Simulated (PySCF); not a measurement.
## Polarisability and C₆ of Sb⁺ (antimony, charge +1)

[Kr] 4d10 5s2 5p2, high-spin 3P determinant. Computed with PySCF 2.14 in aug-cc-pVTZ-PP with ECP28MDF, with a scalar-relativistic core potential. Coupled (time-dependent) response in atomic units; α is the mean over directions.

| method | mean α (bohr³) | α xx, yy, zz | C₆ (like pair) | S(−4) |
| --- | --- | --- | --- | --- |
| UHF | 25.77 | 24.26, 26.52, 26.52 | 208.7 | 169.7 |
| PBE | 25.40 | 23.08, 26.56, 26.56 | 202.8 | 174.8 |
| PBE0 | 25.15 | 23.16, 26.14, 26.14 | 201.0 | 166.1 |
| wB97M-V | 24.77 | 23.17, 25.57, 25.57 | 194.2 | 166.4 |
| M06-L | 25.63 | 22.93, 26.99, 26.99 | 209.2 | 168.6 |

S(−4) is the Cauchy moment in α(ω) = α(0) + S(−4) ω² + …

Spin-orbit coupling is absent.

α(iu) at PBE0:

```
u (hartree)  α(iu) (bohr³)
          0          25.15
     0.0500          24.74
      0.100          23.61
      0.200          20.05
      0.300          16.21
      0.500          10.40
      0.750          6.439
       1.00          4.389
       1.50          2.477
       2.00          1.621
       3.00         0.8604
       5.00         0.3592
```

A single London oscillator, α(iu) = α/(1 + u²/ω²), gives C₆ = (3/4) ω α². Matching the computed C₆ needs ω = 4 × 201.0 / (3 × 25.15²) = 0.424 hartree.

For an ion, C₆ is the dispersion term alone; charge-induced terms of lower order in 1/R come first.

The components differ because the open shell of this determinant is not spherical; for a pure term their mean is the scalar polarisability.

Energies and moments cover only the electrons outside the core potential.
